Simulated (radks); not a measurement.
All-electron atom: Os17+ in [Kr] 4d10 4f12 5s1 (the NIST ground configuration).

All-electron calculation, non-relativistic Kohn-Sham, LDA (Slater exchange, Perdew-Wang correlation), spin-unpolarised, spherical densities, point nucleus; relativity is left out, which matters for an element this heavy. Program: a radial shooting solver on a logarithmic mesh with Libxc functionals.

Energy parts (eV):
| part | energy |
|---|---|
| total | -440340.66 |
| kinetic | 440203.77 |
| electron-nucleus | -1025710.97 |
| Hartree | 153275.26 |
| exchange-correlation | -8108.72 |

Orbitals (lengths in bohr, moments of r in powers of bohr):
| orbital | occ. | eigenvalue (eV) | <r^4> | <r> |
|---|---|---|---|---|
| 1s | 2 | -67746.75 | 7.109e-07 | 0.01994 |
| 2s | 2 | -11531.98 | 0.0001153 | 0.08412 |
| 2p | 6 | -11087.20 | 0.00007233 | 0.07110 |
| 3s | 2 | -2955.415 | 0.003973 | 0.2130 |
| 3p | 6 | -2747.206 | 0.003527 | 0.2031 |
| 3d | 10 | -2357.746 | 0.002373 | 0.1778 |
| 4s | 2 | -898.1174 | 0.08661 | 0.4677 |
| 4p | 6 | -809.4272 | 0.09307 | 0.4719 |
| 4d | 10 | -646.6830 | 0.1083 | 0.4793 |
| 4f | 12 | -429.9989 | 0.1503 | 0.4934 |
| 5s | 1 | -390.8668 | 1.329 | 0.9437 |
| 5p | 0 | -357.0739 | 1.566 | 0.9800 |
| 6s | 0 | -221.8711 | 10.70 | 1.600 |

The highest occupied level is 5s at -390.87 eV. Virial ratio -V/T = 2.00031. The electron density at the nucleus is 3.141e+05 e/bohr^3.
